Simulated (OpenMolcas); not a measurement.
## Levels of Mn4+ by method

```yaml
Program: OpenMolcas
Basis: ANO-R2 [7s4p4d2f1g]
Scalar_Hamiltonian: X2C, finite nucleus
Active_space: 9 electrons in 8 orbitals (RAS1 3p, at most 2 holes; RAS2 3d)
State_averaging: 2S+1 = 4 even, 10 roots; 2S+1 = 2 even, 40 roots
Spin-orbit_coupling: RASSI with atomic mean-field integrals over the reference wave functions, term energies averaged over their components
```

Methods on the same reference wave functions:
A. RASSCF
B. SS-RASPT2, IPEA 0.25 Eh, imaginary shift 0.1 Eh (closed shells correlated: 3s)
C. MS-RASPT2, IPEA 0.25 Eh, imaginary shift 0.1 Eh (closed shells correlated: 3s)

Energies in cm-1 above 3d3 4F 3/2, the measured ground level; measured values from Corliss and Sugar, J. Phys. Chem. Ref. Data 6, 1253 (1977).

```csv
Level,A,B,C,Measured
3d3 4F 3/2,0.0,0.0,0.0,0.0
3d3 4F 5/2,378,379,379,359
3d3 4F 7/2,891,892,892,835
3d3 4F 9/2,1526,1525,1525,1412
3d3 4P 1/2,19240,17090,17090,16434
3d3 4P 3/2,19380,17230,17230,16595
3d3 4P 5/2,19854,17700,17700,17049
3d3 2G 7/2,21045,18340,18340,17892
3d3 2G 9/2,21584,18870,18870,18399
3d3 2P 1/2,24993,23560,23560,23082
3d3 2P 3/2 [72 %],25089,23550,23540,22919
3d3 2D 3/2(1) [74 %],27302,25490,25480,24670
3d3 2D 5/2(1),27610,25700,25630,24630
3d3 2H 9/2,29326,25440,25440,24975
3d3 2H 11/2,29733,25840,25840,25334
3d3 2F 7/2,46702,41510,41510,40423
3d3 2F 5/2,46931,41740,41730,40707
3d3 2D 5/2(2),69280,64310,64380,62608
3d3 2D 3/2(2),69598,64630,64650,62854
```

Deviations, from unrounded energies. A percentage is the sum of absolute deviations over the sum of measured energies, with the sign that they share, or ± where signs differ.

```
                        Against measurement  Levels      A     B     C
             mean absolute deviation (cm-1)      18   3300   700   700
      fine structure of the ground term (%)       3   +7.2  +7.3  +7.3
other terms of the ground configuration (%)      15  +13.5  +2.8  +2.8
```

B, C lie about equally close to measurement and A furthest from it. The largest miss of C in the table is 3d3 2D 3/2(2), by +1800 cm-1. The ranking rests on the paired levels alone, and a cruder setting can come out closer through cancelling errors.

Between B and C the level of the table that moves most is 3d3 2D 5/2(1), by 70 cm-1 (lowest in C, highest in B). Moves below CASPT2's spread within the term are not significant.

The two smallest mean deviations differ by little beside CASPT2's spread within terms, so their order carries little weight.

From A to B the spin-free energies of the other terms of 3d3 shown, above 4F, scale by factors of 0.86 to 0.94, as is usual when dynamic correlation screens the repulsion within a d or f shell.

The lowest spin-free term lies below A's lowest term by 0.264 hartree in B, 0.264 hartree in C.

CASPT2 does not keep the components of a term degenerate, so their means are used; among the terms shown or strongly mixed into the levels shown the widest spread is 1100 cm-1 (3d3 4F, C). Active for correlation alone: 3p; no level in the range computed is led by a configuration that opens it, so any true level of that kind is missing. Without dynamic correlation excited terms often stand tens of per cent too high (terms of higher spin than the ground term too low), and those without a measured partner can miss by more than the paired ones (holds for A). The CASPT2 spread within a term exceeds the gap to the next term for 3d3 2D(1) and 3d3 2H, so the order of their levels is uncertain (holds for C). Measured partners are found by configuration, term and J. A level has none where our copy of the source lacks it or the pairing is in doubt (some pairs that miss far off the trend of their configuration count as doubtful), and it then counts in no deviation. Levels of configurations outside the active space are missing.

A share in square brackets marks a mixed level and gives the weight of the term that names it, the lowest over the columns. A number in round brackets counts repeated terms of one configuration in the order of the reference energies.
